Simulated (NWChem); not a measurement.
Program: NWChem. System: H₃ClGe, charge 0, spin multiplicity 1, at a geometry optimised with PBE0/def2-SVP. The structure started from a generated list of species. Level: MP2/def2-TZVP, 14 core orbitals frozen.

Input file:

```
start mol
memory heap 200 mb stack 900 mb global 1100 mb
geometry units angstroms nocenter noautoz
  Ge     0.680751     0.021745     0.000000
  Cl    -1.482602    -0.047358     0.000000
  H      1.116691     0.768217     1.268174
  H      1.116691     0.768217    -1.268174
  H      1.186803    -1.427190     0.000000
  symmetry group Cs
end
basis spherical
  * library def2-tzvp
end
scf
  rhf
  nopen 0
  maxiter 100
  thresh 1e-7
  semidirect memsize 60000000 filesize 0
end
mp2
  freeze core 14
end
task mp2 energy
```

Output (cleaned and shortened):

```
             Northwest Computational Chemistry Package (NWChem) 7.3.0
             --------------------------------------------------------

                                NWChem Input Module
                                -------------------

 Scaling coordinates for geometry "geometry" by  1.889725989
 (inverse scale =  0.529177249)

 Turning off AUTOSYM since
 SYMMETRY directive was detected!

                             Geometry "geometry" -> ""
                             -------------------------

 Output coordinates in angstroms (scale by  1.889725989 to convert to a.u.)

  No.       Tag          Charge          X              Y              Z
 ---- ---------------- ---------- -------------- -------------- --------------
    1 Ge                  32.0000     0.68075100     0.02174500     0.00000000
    2 Cl                  17.0000    -1.48260200    -0.04735800     0.00000000
    3 H                    1.0000     1.11669100     0.76821700     1.26817400
    4 H                    1.0000     1.11669100     0.76821700    -1.26817400
    5 H                    1.0000     1.18680300    -1.42719000     0.00000000

 Effective nuclear repulsion energy (a.u.)     175.7070597872

            Nuclear Dipole moment (a.u.)
            ----------------------------
        X                 Y               Z
 ---------------- ---------------- ----------------
    -0.0000321253    -0.0000037795     0.0000000000

      Symmetry information
      --------------------

 Group name             Cs
 Group number              2
 Group order               2
 No. of unique centers     4

      Symmetry unique atoms

     1    2    3    5


 Summary of "ao basis" -> "" (spherical)
 ------------------------------------------------------------------------------
       Tag                 Description            Shells   Functions and Types
 ---------------- ------------------------------  ------  ---------------------
 *                         def2-tzvp                  on all atoms

 Summary of "ao basis" -> "ao basis" (spherical)
 ------------------------------------------------------------------------------
       Tag                 Description            Shells   Functions and Types
 ---------------- ------------------------------  ------  ---------------------
 Ge                        def2-tzvp                16       48   6s5p4d1f
 Cl                        def2-tzvp                13       37   5s5p2d1f
 H                         def2-tzvp                 4        6   3s1p

                                 NWChem SCF Module
                                 -----------------

  ao basis        = "ao basis"
  functions       =   103
  atoms           =     5
  closed shells   =    26
  open shells     =     0
  charge          =   0.00
  wavefunction    = RHF
  use symmetry    = T
  symmetry adapt  = T

 Summary of "ao basis" -> "ao basis" (spherical)
 ------------------------------------------------------------------------------
       Tag                 Description            Shells   Functions and Types
 ---------------- ------------------------------  ------  ---------------------
 Ge                        def2-tzvp                16       48   6s5p4d1f
 Cl                        def2-tzvp                13       37   5s5p2d1f
 H                         def2-tzvp                 4        6   3s1p

      Symmetry analysis of basis
      --------------------------

        a'         68
        a"         35

 Forming initial guess at       0.0s

      Superposition of Atomic Density Guess
      -------------------------------------

 Sum of atomic energies:       -2536.28317855

      Non-variational initial energy
      ------------------------------

 Total energy =   -2536.694659
 1-e energy   =   -3881.910388
 2-e energy   =    1169.508669
 HOMO         =      -0.383506
 LUMO         =       0.034745

      Symmetry analysis of molecular orbitals - initial
      -------------------------------------------------

  Numbering of irreducible representations:

     1 a'          2 a"

  Orbital symmetries:

     1 a'          2 a'          3 a'          4 a'          5 a"
     6 a'          7 a'          8 a'          9 a'         10 a"
    11 a'         12 a'         13 a"         14 a'         15 a'
    16 a"         17 a'         18 a'         19 a"         20 a'
    21 a'         22 a'         23 a'         24 a"         25 a'
    26 a"         27 a'         28 a'         29 a'         30 a"
    31 a"         32 a'         33 a'         34 a"         35 a'
    36 a'

 Starting SCF solution at       1.6s

 ----------------------------------------------
         Quadratically convergent ROHF

 Convergence threshold     :          1.000E-07
 Maximum no. of iterations :          100
 Final Fock-matrix accuracy:          1.000E-09
 ----------------------------------------------

              iter       energy          gnorm     gmax       time
             ----- ------------------- --------- --------- --------
                 1    -2536.6331616202  5.60D-01  1.78D-01      1.7
                 2    -2536.6592683018  2.16D-01  4.37D-02      1.8
                 3    -2536.6623109194  1.65D-02  4.85D-03      1.9
                 4    -2536.6623325640  1.26D-04  3.01D-05      2.2
                 5    -2536.6623325660  1.07D-08  1.88D-09      2.6

       Final RHF  results
       ------------------

         Total SCF energy =  -2536.662332565986
      One-electron energy =  -3882.625850641526
      Two-electron energy =   1170.256458288385
 Nuclear repulsion energy =    175.707059787155

        Time for solution =      0.9s

       Symmetry analysis of molecular orbitals - final
       -----------------------------------------------

  Numbering of irreducible representations:

     1 a'          2 a"

  Orbital symmetries:

     1 a'          2 a'          3 a'          4 a'          5 a"
     6 a'          7 a'          8 a'          9 a"         10 a'
    11 a'         12 a'         13 a'         14 a"         15 a'
    16 a'         17 a"         18 a'         19 a"         20 a'
    21 a'         22 a'         23 a"         24 a'         25 a"
    26 a'         27 a'         28 a'         29 a'         30 a"
    31 a"         32 a'         33 a"         34 a'         35 a'
    36 a'

             Final eigenvalues
             -----------------

              1
    1 -405.2702
    2 -104.8175
    3  -52.1772
    4  -46.2656
    5  -46.2646
    6  -46.2646
    7  -10.5465
    8   -8.0131
    9   -8.0121
   10   -8.0121
   11   -7.2217
   12   -5.1991
   13   -5.1964
   14   -5.1964
   15   -1.6749
   16   -1.6720
   17   -1.6720
   18   -1.6673
   19   -1.6673
   20   -1.0783
   21   -0.7399
   22   -0.5176
   23   -0.5176
   24   -0.5062
   25   -0.4432
   26   -0.4432
   27    0.1116
   28    0.1370
   29    0.1646
   30    0.1646
   31    0.2830
   32    0.2830
   33    0.3143
   34    0.3143
   35    0.3220
   36    0.3663

                       ROHF Final Molecular Orbital Analysis
                       -------------------------------------

 Vector   24  Occ=2.000000D+00  E=-5.061959D-01  Symmetry=a'
              MO Center= -8.2D-01, -2.6D-02,  2.7D-14, r^2= 2.6D+00
   Bfn.  Coefficient  Atom+Function         Bfn.  Coefficient  Atom+Function
  ----- ------------  ---------------      ----- ------------  ---------------
    63      0.457597  2 Cl px                66      0.278857  2 Cl px
    16     -0.260346  1 Ge px                60      0.202705  2 Cl px
    54     -0.166125  2 Cl px

 Vector   25  Occ=2.000000D+00  E=-4.432084D-01  Symmetry=a"
              MO Center= -7.6D-01,  1.3D-01,  1.9D-10, r^2= 2.9D+00
   Bfn.  Coefficient  Atom+Function         Bfn.  Coefficient  Atom+Function
  ----- ------------  ---------------      ----- ------------  ---------------
    65      0.469427  2 Cl pz                68      0.328333  2 Cl pz
    62      0.218661  2 Cl pz                56     -0.171885  2 Cl pz
    18     -0.159359  1 Ge pz

 Vector   26  Occ=2.000000D+00  E=-4.432084D-01  Symmetry=a'
              MO Center= -7.5D-01, -1.8D-01, -1.9D-10, r^2= 2.9D+00
   Bfn.  Coefficient  Atom+Function         Bfn.  Coefficient  Atom+Function
  ----- ------------  ---------------      ----- ------------  ---------------
    64      0.469188  2 Cl py                67      0.328166  2 Cl py
    61      0.218549  2 Cl py                55     -0.171798  2 Cl py
    17     -0.159278  1 Ge py                99      0.158529  5 H  s

 Vector   27  Occ=0.000000D+00  E= 1.115879D-01  Symmetry=a'
              MO Center=  6.3D-01,  2.0D-02, -1.3D-13, r^2= 4.9D+00
   Bfn.  Coefficient  Atom+Function         Bfn.  Coefficient  Atom+Function
  ----- ------------  ---------------      ----- ------------  ---------------
    19      1.153038  1 Ge px                53      0.764288  2 Cl s
     6     -0.661522  1 Ge s                 66      0.610385  2 Cl px
    16      0.214616  1 Ge px                63      0.187250  2 Cl px
     5     -0.176605  1 Ge s

 Vector   28  Occ=0.000000D+00  E= 1.370092D-01  Symmetry=a'
              MO Center=  9.8D-01,  3.1D-02,  2.5D-14, r^2= 6.0D+00
   Bfn.  Coefficient  Atom+Function         Bfn.  Coefficient  Atom+Function
  ----- ------------  ---------------      ----- ------------  ---------------
     6      2.209596  1 Ge s                 88     -1.236570  3 H  s
    94     -1.236570  4 H  s                100     -1.236512  5 H  s
    19      0.783990  1 Ge px                 5      0.304620  1 Ge s
     4     -0.195659  1 Ge s

 Vector   29  Occ=0.000000D+00  E= 1.645782D-01  Symmetry=a'
              MO Center=  7.9D-01,  1.1D-01, -3.6D-12, r^2= 5.0D+00
   Bfn.  Coefficient  Atom+Function         Bfn.  Coefficient  Atom+Function
  ----- ------------  ---------------      ----- ------------  ---------------
    20      1.894552  1 Ge py               100      1.699068  5 H  s
    88     -0.849456  3 H  s                 94     -0.849456  4 H  s
    67     -0.280042  2 Cl py                17      0.152599  1 Ge py

 center of mass
 --------------
 x =   0.03249558 y =   0.00103805 z =   0.00000000

 moments of inertia (a.u.)
 ------------------
          23.559767230445         -12.750749418542           0.000000000000
         -12.750749418542         422.328368096544           0.000000000000
           0.000000000000           0.000000000000         422.735497392739

  Mulliken analysis of the total density
  --------------------------------------

    Atom       Charge   Shell Charges
 -----------   ------   -------------------------------------------------------
    1 Ge  32    31.60   2.00  2.00  1.16  0.80  0.78  0.49  5.98  4.43  1.57  1.37  0.72  8.92  1.09  0.10  0.16  0.03
    2 Cl  17    17.41   2.01  0.45  1.52  1.08  0.88  4.18  1.69  1.07  2.89  1.60  0.01  0.03  0.00
    3 H    1     1.00   0.23  0.57  0.19  0.01
    4 H    1     1.00   0.23  0.57  0.19  0.01
    5 H    1     1.00   0.23  0.57  0.19  0.01

       Multipole analysis of the density wrt the origin
       ------------------------------------------------

     L   x y z        total         open         nuclear
     -   - - -        -----         ----         -------
     0   0 0 0     -0.000000      0.000000     52.000000

     1   1 0 0      0.849951      0.000000     -0.000032
     1   0 1 0      0.027150      0.000000     -0.000004
     1   0 0 1     -0.000000      0.000000      0.000000

     2   2 0 0    -24.811104      0.000000    200.336166
     2   1 1 0     -0.019909      0.000000      6.032401
     2   1 0 1     -0.000000      0.000000      0.000000
     2   0 2 0    -24.188473      0.000000     11.678967
     2   0 1 1      0.000000      0.000000      0.000000
     2   0 0 2    -24.187838      0.000000     11.486438

                   NWChem MP2 Semi-direct Energy/Gradient Module
                   ---------------------------------------------

  Basis functions       =    103
  Molecular orbitals    =    103
  Frozen core           =     14
  Frozen virtuals       =      0
  Active alpha occupied =     12
  Active beta occupied  =     12
  Active alpha virtual  =     77
  Active beta virtual   =     77
  Use MO symmetry       = T
  Use skeleton AO sym   = T

  AO/Fock/Back tols     =   1.0D-09  1.0D-09  1.0D-09

 GA uses MA = F    GA memory limited = T

 Available:
  local mem=  1.26D+08
 global mem=  1.44D+08
 local disk=  0.00D+00
  mp2_memr nvloc                    77
  nvloc new                    77
   1 passes of  12:        5242880                      67823                  16502192.
   1 passes of  12: M    126143559           G      144157982           F     120900679.

 Semi-direct pass number   1 of   1  for RHF alpha+beta  at        2.6s
  vrange nnbf                  5247
  mp2_eaftype                    62  avail_ma_in_mb                  1099
 EAF : mp2_eaftype filesize          62    8251096.
  mp2_eaf for mointskh                     62
Node 0 wrote     38.8 Mb in      0.1 s     Agg I/O rate:   667.5 Mb/s
 Done moints_semi at        7.5s
  mp2_eaftype                    62  avail_ma_in_mb                  1037
 EAF : mp2_eaftype filesize          62    8251096.
  mp2_eaf for kh                    62
 Done maket at        7.6s
 Done multipass loop at        7.6s

          -------------------------------------------
          SCF energy               -2536.662332565986
          Correlation energy          -0.439989847737
          Singlet pairs               -0.267068373808
          Triplet pairs               -0.172921473929
          Total MP2 energy         -2537.102322413723
          -------------------------------------------

          ---------------------------------------------------
                    Spin Component Scaled (SCS) MP2
          Same spin pairs                     -0.115280982619
          Same spin scaling factor             0.333333333333
          Opposite spin pairs                 -0.324708865117
          Opposite spin scaling fact.          1.200000000000
          SCS-MP2 correlation energy          -0.428077632347
          Total SCS-MP2 energy             -2537.090410198334
          ---------------------------------------------------

 -----------------------
 Performance information
 -----------------------

 Timer overhead =  1.04D-07 seconds/call

               Nr. of calls         CPU time (s)                 Wall time (s)                GFlops
             ---------------    -------------------     ------------------------------   -------------------
Name         Min   Avg   Max    Min     Avg     Max     Min     Avg     Max   Mx/calls   Min     Max     Sum
mp2: moin     1     1     1    4.9     4.9     4.9      4.9     4.9     4.9     4.9      0.0     0.0     0.0
mp2: make     1     1     1   0.11    0.11    0.11     0.11    0.11    0.11    0.11      0.0     0.0     0.0
mp2: tota     1     1     1    5.0     5.0     5.0      5.0     5.0     5.0     5.0      0.0     0.0     0.0

 The average no. of pstat calls per process was 3.00D+00
 with a timing overhead of 3.11D-07s

 Task  times  cpu:        7.6s     wall:        7.6s

 Total times  cpu:        7.6s     wall:        7.6s
```
